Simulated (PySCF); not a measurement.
Kr²⁺ (krypton, charge +2) across methods

[Ar] 3d10 4s2 4p4, high-spin 3P determinant. Calculation: PySCF 2.14, in aug-cc-pVTZ-PP with one added diffuse shell each of s, d, f type with ECP10MDF (7s5p5d3f, 68 functions); scalar relativity through the core potential.

```tsv
method	E (hartree)	mean ε 4s β (eV)	mean ε 4p α (eV)	mean ε 4p β (eV)	Σ⟨r²⟩ (bohr²)	⟨S²⟩
CAM-B3LYP	-462.1549	-48.355	-34.918	-32.928	25.44	2.002
r2SCANh	-462.0332	-45.689	-33.067	-30.858	25.28	2.004
revPBE	-462.2317	-44.540	-31.782	-29.776	25.39	2.003
UHF	-460.86437	-50.696	-37.911	-35.147	25.49	2.008
HSE06	-462.1291	-46.198	-33.114	-31.005	25.37	2.003
r2SCAN	-462.0310	-44.997	-32.443	-30.272	25.27	2.004
PBE0	-462.1360	-46.533	-33.567	-31.418	25.36	2.003
LDA	-461.5194	-45.157	-31.838	-29.900	25.39	2.001
```

(1) Estimate the same row for PBE.

Energies and moments cover only the electrons outside the core potential.

Results:

(1) E (hartree) = -462.1595; mean ε 4s β (eV) = -44.681; mean ε 4p α (eV) = -31.793; mean ε 4p β (eV) = -29.800; Σ⟨r²⟩ (bohr²) = 25.40; ⟨S²⟩ = 2.002.
